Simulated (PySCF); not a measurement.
Correlation energy of C²⁺ (carbon, charge +2)

[He] 2s1 2p1, high-spin 3P determinant (an excited configuration). Computed with PySCF 2.14 in x2c-TZVPPall with one added diffuse shell each of s, p, d type (6s4p3d1f, 40 functions), with scalar relativity by spin-free X2C-1e. Frozen: nothing; 4 electrons correlated.

MP2 pair energies summed by pair of shells (mhartree):

```
 pair  energy  share (%)
1s-1s  -12.66       68.0
2s-2p   -3.15       16.9
1s-2s   -1.70        9.1
1s-2p   -1.12        6.0
```

Total MP2 correlation energy: -18.63 mhartree.

Same-spin part -3.68 and opposite-spin part -14.95 mhartree; SCS-MP2 scales them by 1/3 and 6/5 to -19.17 mhartree.

This basis was not built for core-valence correlation, so the inner-shell part is incomplete.
